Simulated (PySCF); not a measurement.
## A small calculation by hand: entropy of an ideal gas

Ga(F)(NH2)2 (FGaH4N2), SMILES [Ga]([NH2])([NH2])[F].

Geometry optimised at PBE-D3(BJ)/def2-SVP. The structure was generated by enumeration; whether it is a known compound was not checked. Other conformers were not sampled.

PBE-D3(BJ)/def2-SVP (PySCF) gives the harmonic wavenumbers 150, 175, 183, 224, 295, 339, 361, 636, 690, 721, 739, 800, 1473, 1478, 3485, 3485, 3589, 3589 cm⁻¹ and the rotational temperatures 0.2887, 0.2581, 0.1369 K. The molar mass is 120.77 g/mol, the symmetry number 2, the spin multiplicity 1.

Q: Work out the entropy at 298.15 K and 1 atm in the rigid-rotor, harmonic-oscillator model.

A: 
Translation (Sackur–Tetrode at 1 atm): S = R[1.5 ln M + 2.5 ln T − 1.16487] = 168.5 J/(mol K).
Rotation: q = (√π/σ) T^1.5/√(θA θB θC) = 45200, S = R[ln q + 3/2] = 101.6 J/(mol K).
Vibration: with u = 1.4388 ν/T, each mode gives R[u/(e^u − 1) − ln(1 − e^−u)]:
```json
[
 {"ν (cm⁻¹)": "150", "modes": "1", "u": "0.72", "S (J/(mol K))": "11.18"},
 {"ν (cm⁻¹)": "175", "modes": "1", "u": "0.84", "S (J/(mol K))": "9.96"},
 {"ν (cm⁻¹)": "183", "modes": "1", "u": "0.88", "S (J/(mol K))": "9.61"},
 {"ν (cm⁻¹)": "224", "modes": "1", "u": "1.08", "S (J/(mol K))": "8.06"},
 {"ν (cm⁻¹)": "295", "modes": "1", "u": "1.42", "S (J/(mol K))": "6.05"},
 {"ν (cm⁻¹)": "339", "modes": "1", "u": "1.64", "S (J/(mol K))": "5.09"},
 {"ν (cm⁻¹)": "361", "modes": "1", "u": "1.74", "S (J/(mol K))": "4.68"},
 {"ν (cm⁻¹)": "636", "modes": "1", "u": "3.07", "S (J/(mol K))": "1.64"},
 {"ν (cm⁻¹)": "690", "modes": "1", "u": "3.33", "S (J/(mol K))": "1.33"},
 {"ν (cm⁻¹)": "721", "modes": "1", "u": "3.48", "S (J/(mol K))": "1.18"},
 {"ν (cm⁻¹)": "739", "modes": "1", "u": "3.57", "S (J/(mol K))": "1.10"},
 {"ν (cm⁻¹)": "800", "modes": "1", "u": "3.86", "S (J/(mol K))": "0.87"},
 {"ν (cm⁻¹)": "1473", "modes": "1", "u": "7.11", "S (J/(mol K))": "0.06"},
 {"ν (cm⁻¹)": "1478", "modes": "1", "u": "7.13", "S (J/(mol K))": "0.05"}
]
```
The stiffer modes add less than 0.005 each. Sum 60.9 J/(mol K).
Spin: R ln 1 = 0.0 J/(mol K).
Total 331.0 J/(mol K); the program's own thermochemistry gives 331.0. Translation makes up 51 % and vibration 18 %. Anharmonicity, hindered rotation and orbital degeneracy are left out.
